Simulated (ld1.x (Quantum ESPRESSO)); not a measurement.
**C: one change to an ultrasoft potential, before and after**

```
Element                 : C
Generator               : ld1.x (Quantum ESPRESSO) 7.5
Type                    : ultrasoft
Functional              : LDA (PZ)
Relativity              : scalar-relativistic
Frozen core             : [He]
Valence charge          : 4
Reference configuration : 2s2 2p1.5 (charge +0.5)
Partial waves           : 2s (bound): rcut 1.20, rcutus 1.30 bohr; 2s channel at 0.25 Ry: rcut 1.20, rcutus 1.30 bohr; 2p (bound): rcut 2.10, rcutus 2.85 bohr; 2p channel at 1.55 Ry: rcut 2.10, rcutus 2.85 bohr; 3d channel at 0.25 Ry: rcut 1.95, rcutus 2.10 bohr; 3d channel at 0.75 Ry: rcut 1.95, rcutus 2.10 bohr
Local potential         : all-electron potential smoothed inside 1.50 bohr (lloc = -1)
Core correction         : Bessel-smoothed model core inside 1.25 bohr
Augmentation charge     : PSQ, inside the norm-conserving radii
```

Change: waves 2s (bound): rcut 0.88, rcutus 0.94 bohr; 2s channel at 0.25 Ry: rcut 0.88, rcutus 0.94 bohr.

Cutoffs: the cutoffs (Ry, on a coarse ladder) from which the occupation-weighted sum of valence levels, in a spherical-Bessel basis at the reference potential, stays within 10 and 1 mRy of its value at 400 Ry; they do not see the model core or the augmentation charge, which bear on the density cutoff. Errors are all-electron minus pseudo energies relative to the spin-unpolarised reference configuration.

Question: What does the change do?

Answer: The potential gets harder (8 Ry and 12 Ry → 35 Ry and 50 Ry); of the 9 tests that both files solve, the error grows in 2 and shrinks in 0 by more than 15 % and 0.3 meV (median size 45.2 → 66.6 meV); neither file shows a bound ghost. A smaller radius makes the pseudo-wave follow the all-electron one further in, where it bends more sharply, so more plane waves are needed.

```tsv
quantity	base	changed
cutoff, loose	8 Ry	35 Ry
cutoff, tight	12 Ry	50 Ry
loose cutoff by channel (10 mRy a level)	s 8 Ry, p 8 Ry	s 30 Ry, p 8 Ry
bound ghosts	none	none
error for 2s2 2p2, meV [ΔE -4.03 eV]	+4.6	+4.8
error for 2s2 2p1, meV [ΔE 6.96 eV]	+7.3	+7.8
error for 2s2 2p0, meV [ΔE 31.22 eV]	+119	+126
error for 2s1 2p0, meV [ΔE 79.19 eV]	+330	+335
error for 2s0 2p4, meV [ΔE 12.49 eV]	+45	+67
error for 2s1 2p2, meV [ΔE 15.45 eV]	-0.4	+3.8
error for 2s2 2p2.3, meV [ΔE -5.23 eV]	+9.6	+10.0
error for 2s2 2p1.5 (spin-polarised), meV [ΔE -0.75 eV]	+68	+70
error for 2s2 2p2 (spin-polarised), meV [ΔE -5.16 eV]	+95	+97
s: phases at 3.09 bohr within 0.05 rad from the reference energy up to (Ry; the scan ends near 5)	to the end of the scan	to the end of the scan
p: phases at 3.09 bohr within 0.05 rad from the reference energy up to (Ry; the scan ends near 5)	4.2	4.2
d: phases at 3.09 bohr within 0.05 rad from the reference energy up to (Ry; the scan ends near 5)	3.7	3.7
lowest overlap eigenvalue by channel	s 0.55, p 0.77, d 0.61	s 0.77, p 0.77, d 0.61
```
